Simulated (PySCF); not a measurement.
This PySCF input asks for the NMR shieldings of `P1C(C2=CC=CC=C2)=CCC1`, C10H11P; the geometry comes from GFN2-xTB.

```python
import basis_set_exchange as bse
import numpy as np
from pyscf import gto, dft
from pyscf.prop import nmr

atoms = """
C    -1.504819    0.991462    0.029615
C    -0.648415   -0.033910    0.071949
C     0.798711    0.015669   -0.085500
C     1.572263   -1.061144    0.345560
C     2.946666   -1.047476    0.210550
C     3.575244    0.042776   -0.368092
C     2.818145    1.116335   -0.808587
C     1.444002    1.107018   -0.668403
P    -1.498807   -1.643798    0.374090
C    -3.127077   -0.818889    0.005150
C    -2.950216    0.681554    0.247760
H    -1.207096    2.020307   -0.106202
H     1.075275   -1.913434    0.793416
H     3.530359   -1.889943    0.551924
H     4.649334    0.054257   -0.480941
H     3.303239    1.964414   -1.269975
H     0.864668    1.944129   -1.027690
H    -1.566447   -1.455392    1.771485
H    -3.933114   -1.257495    0.594026
H    -3.345954   -1.007441   -1.050909
H    -3.215902    0.937025    1.280158
H    -3.590470    1.273360   -0.410235
"""
names = dict.fromkeys(["C", "P", "H"], "pcSseg-1")
basis = {el: gto.basis.parse(bse.get_basis(n, elements=[el], fmt="nwchem")) for el, n in names.items()}
mol = gto.M(atom=atoms, basis=basis, charge=0, verbose=0)
mf = dft.RKS(mol, xc="PBE0")
mf.grids.level = 2
mf.grids.alignment = dft.numint.BLKSIZE   # the property module wants whole blocks of grid points
mf.conv_tol = 1e-9
mf.kernel()

calc = nmr.RKS(mf)   # GIAO
C = mf.mo_coeff
Co = C[:, mf.mo_occ > 0]
resp = mf.gen_response(singlet=True, hermi=2)
def vind(x):   # induced exchange potential for any number of trial vectors
    d = np.einsum("pi,xij,qj->xpq", C, 2 * x.reshape(-1, C.shape[1], Co.shape[1]), Co, optimize=True)
    return np.einsum("xpq,pi,qj->xij", resp(d - d.transpose(0, 2, 1)), C, Co, optimize=True).ravel()
mo1, _ = nmr.rhf.solve_mo1(calc, with_cphf=vind)
sigma = calc.kernel(mo1)
for i, s in enumerate(sigma):   # ppm
    w = np.linalg.eigvalsh((s + s.T) / 2)
    print("%2d %-2s iso %8.1f  s11 %8.1f  s22 %8.1f  s33 %8.1f" % (i, mol.atom_pure_symbol(i), w.mean(), *w))
```

Q: What does it print?

A: 
```
 0 C  iso     43.7  s11    -51.8  s22     44.6  s33    138.4
 1 C  iso     38.4  s11    -57.0  s22     52.4  s33    119.8
 2 C  iso     44.9  s11    -49.7  s22     10.6  s33    173.9
 3 C  iso     51.3  s11    -47.6  s22     38.0  s33    163.6
 4 C  iso     53.1  s11    -57.4  s22     40.0  s33    176.9
 5 C  iso     54.2  s11    -55.2  s22     39.9  s33    177.9
 6 C  iso     53.5  s11    -57.7  s22     41.0  s33    177.0
 7 C  iso     57.1  s11    -47.1  s22     44.7  s33    173.8
 8 P  iso    401.4  s11    295.1  s22    449.7  s33    459.5
 9 C  iso    161.3  s11    134.7  s22    169.2  s33    180.1
10 C  iso    143.7  s11    116.6  s22    151.2  s33    163.3
11 H  iso     24.7  s11     21.3  s22     24.8  s33     27.9
12 H  iso     24.0  s11     18.6  s22     22.5  s33     30.9
13 H  iso     24.1  s11     20.6  s22     24.4  s33     27.3
14 H  iso     24.2  s11     20.9  s22     25.0  s33     26.7
15 H  iso     24.1  s11     20.6  s22     24.6  s33     27.2
16 H  iso     23.7  s11     19.0  s22     22.9  s33     29.3
17 H  iso     27.4  s11     23.5  s22     25.9  s33     32.8
18 H  iso     29.7  s11     24.8  s22     27.2  s33     37.0
19 H  iso     29.7  s11     24.3  s22     27.9  s33     36.8
20 H  iso     28.7  s11     24.5  s22     27.1  s33     34.6
21 H  iso     28.7  s11     23.3  s22     26.8  s33     35.8
```

These numbers come from an equivalent density-fitted implementation of the same equations, which agrees with the script to about 0.01 ppm for H and up to a few tenths of a ppm for heavy atoms, so last digits may differ.

Size and cost of the density-fitted run: 249 basis functions, roughly 2.4 core-minutes.
